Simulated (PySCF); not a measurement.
A structure optimised at PBE0-D3(BJ)/def2-SVP, used in a PySCF frequency run:

```xyz
10

Se     1.5104     0.1185    -0.4281
C     -0.3050    -0.0045     0.1001
C     -1.2874     1.0388     0.1674
C     -2.4495     0.4260     0.5228
O     -2.2591    -0.9035     0.6671
C     -0.9644    -1.1596     0.4133
H      1.9887     0.7057     0.8363
H     -1.1323     2.0972    -0.0283
H     -3.4592     0.7872     0.7006
H     -0.6413    -2.1947     0.4874
```
Charge 0, spin multiplicity 1.

Question: Write its SMILES and formula.

Answer: [SeH]c1ccoc1, C4H4OSe

Question: What are its rotational constants (standard atomic weights)?

Answer: 9.0466, 1.2275, 1.0902 GHz
